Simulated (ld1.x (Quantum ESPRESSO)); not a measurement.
## La: one change to a TM semilocal potential, before and after

```json
{"Element": "La", "Generator": "ld1.x (Quantum ESPRESSO) 7.5", "Type": "norm-conserving Troullier–Martins (semilocal form)", "Functional": "PBEsol", "Relativity": "scalar-relativistic", "Frozen core": "[Kr] 4d10", "Valence charge": "11", "Reference configuration": "4f0 5s2 5p6 5d1 6s2 6p0", "Partial waves": "5s (bound): rc 1.40 bohr; 5p (bound): rc 2.75 bohr; 4f (bound, empty): rc 1.65 bohr; 5d (bound): rc 3.30 bohr", "Local potential": "the d channel", "Core correction": "none"}
```

Occupied shells without a wave of their own: 6s. They enter only through the test configuration that unscreens the potential.

All-electron outer shells of the reference configuration (PBEsol, scalar-relativistic, ld1.x):

```
shell  level (eV)  outermost node (bohr)  outermost maximum (bohr)
   4p     -199.76                   0.34                      0.63
   4d     -103.77                   0.32                      0.68
   5s      -38.95                   0.77                      1.41
   5p      -22.40                   0.83                      1.58
   4f       -4.39                      –                      0.75
   6s       -3.70                   1.86                      3.79
   5d       -3.10                   0.95                      2.21
   6p       -1.34                   2.21                      4.93
```

Change: wave 5p (bound): rc 2.75 bohr becomes 5p (bound): rc 3.28 bohr.

Cutoffs: the cutoffs (Ry, on a coarse ladder) from which the occupation-weighted sum of valence levels, in a spherical-Bessel basis at the reference potential, stays within 10 and 1 mRy of its value at 400 Ry; they do not see the model core or the augmentation charge, which bear on the density cutoff. Errors are all-electron minus pseudo energies relative to the spin-unpolarised reference configuration.

Question: What does the change do?

Answer: The potential gets neither clearly harder nor softer (50 Ry and 90 Ry → 50 Ry and 90 Ry); the s channel sets the loose cutoff, while the largest relative change is in p, which becomes harder; the number of tests that count goes from 7 to 6; of the 6 tests that both files solve, the error grows in 1 and shrinks in 0 by more than 15 % and 0.3 meV (median size 228.9 → 230.2 meV); neither file shows a bound ghost at the reference potential, the only one tested. A semilocal file is local in each channel, so a ghost entry of none says nothing of the separable form that plane-wave codes build from it.

| quantity | base | changed |
| --- | --- | --- |
| cutoff, loose | 50 Ry | 50 Ry |
| cutoff, tight | 90 Ry | 90 Ry |
| loose cutoff by channel (10 mRy a level) | s 40 Ry, p 8 Ry, d 10 Ry | s 40 Ry, p 10 Ry, d 10 Ry |
| bound ghosts | none | none |
| largest miss of a reference level, eV | 0.06 | 0.06 |
| tests counted (converged, no solver errors) | 7 of 7 | 6 of 7 |
| error for 4f0 5s2 5p6 5d1 6s1 6p0, meV [ΔE 6.00 eV] | -74 | -74 |
| error for 4f0 5s2 5p6 5d1 6s0 6p0, meV [ΔE 16.85 eV] | -198 | -198 |
| error for 4f0 5s2 5p6 5d0 6s0 6p0, meV [ΔE 35.75 eV] | -270 | -263 |
| error for 4f1 5s2 5p6 5d0 6s1 6p0, meV [ΔE 6.23 eV] | +260 | -9537 |
| error for 4f0 5s2 5p6 5d2 6s0 6p0, meV [ΔE 6.05 eV] | -133 | -132 |
| error for 4f0 5s2 5p6 5d1 6s0 6p1, meV [ΔE 8.98 eV] | -7606 | -7526 |
| s: phases at 3.58 bohr within 0.05 rad from the reference energy up to (Ry; the scan ends near 5) | -0.3 | -0.3 |
| p: phases at 3.58 bohr within 0.05 rad from the reference energy up to (Ry; the scan ends near 5) | -0.1 | -0.2 |
| d: phases at 3.58 bohr within 0.05 rad from the reference energy up to (Ry; the scan ends near 5) | 1.5 | 1.5 |
| f: phases at 3.58 bohr within 0.05 rad from the reference energy up to (Ry; the scan ends near 5) | 0.8 | 0.8 |

Base: The cutoffs count occupied waves only; the empty 4f level needs 110 Ry at the loose tolerance. These tests converged, but a pseudo level misses the all-electron one widely, so the file describes the atom poorly there or has found another state: 4f0 5s2 5p6 5d1 6s0 6p0: empty 6p by 6.8 eV; 4f0 5s2 5p6 5d0 6s0 6p0: empty 6p by 11.0 eV; 4f0 5s2 5p6 5d1 6s1 6p1: 5s by 11.6 eV (a node warning on the way); 4f0 5s2 5p6 5d1 6s0 6p1: 5s by 5.8 eV. ld1.x printed “convergence not achieved” for 7 of the counted tests; their residual had stalled under 1e-8, short of the target of 1e-14. The 6s level has no wave, so the channel is fitted at the deeper level alone: the likely source of the large errors. Changed file: The cutoffs count occupied waves only; the empty 4f level needs 110 Ry at the loose tolerance. Tests not counted: 4f0 5s2 5p6 5d1 6s1 6p1 (converged, but collapsed or in another state, printed error -27.3 eV). These tests converged, but a pseudo level misses the all-electron one widely, so the file describes the atom poorly there or has found another state: 4f0 5s2 5p6 5d1 6s0 6p0: empty 6p by 6.8 eV; 4f0 5s2 5p6 5d0 6s0 6p0: empty 6p by 10.5 eV; 4f1 5s2 5p6 5d0 6s1 6p0: 6s by 7.3 eV (a node warning on the way); 4f0 5s2 5p6 5d1 6s0 6p1: 5s by 5.8 eV. ld1.x printed “convergence not achieved” for 6 of the counted tests; their residual had stalled under 1e-8, short of the target of 1e-14. The 6s level has no wave, so the channel is fitted at the deeper level alone: the likely source of the large errors.
